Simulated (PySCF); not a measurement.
CH7FOSi2, SMILES F[Si@@H](O[SiH3])C. Atoms are numbered in the order given.

```xyz
12

C      1.8497     1.2329    -0.1706
Si     0.9919    -0.4146    -0.0946
F      0.9846    -0.9108     1.4576
O     -0.5731    -0.2902    -0.5961
Si    -2.0956     0.3010    -0.2826
H      1.8656     1.6170    -1.2034
H      1.3287     1.9699     0.4618
H      2.8903     1.1534     0.1827
H      1.6509    -1.4708    -0.8959
H     -2.8495    -0.6501     0.5799
H     -2.8059     0.4715    -1.5784
H     -2.0034     1.6214     0.4074
```

Coordinates come from a B3LYP-D3(BJ)/def2-SVP optimisation. The structure was generated by enumeration; whether it is a known compound was not checked. One conformer was computed; it need not be the lowest.

Vertical ionisation energy (IE) and electron affinity (EA) in eV. Rows of orbital energies are one-electron estimates. Where ΔSCF, EOM or ADC give a negative EA the extra electron is unbound and the value depends on the basis.

| level | IE | EA |
|---|---|---|
| −ε(HOMO), −ε(LUMO), M06-2X/def2-TZVP (PySCF) | 10.01 | -0.87 |
| −ε(HOMO), −ε(LUMO), PBE/def2-TZVP (PySCF) | 7.27 | 0.78 |
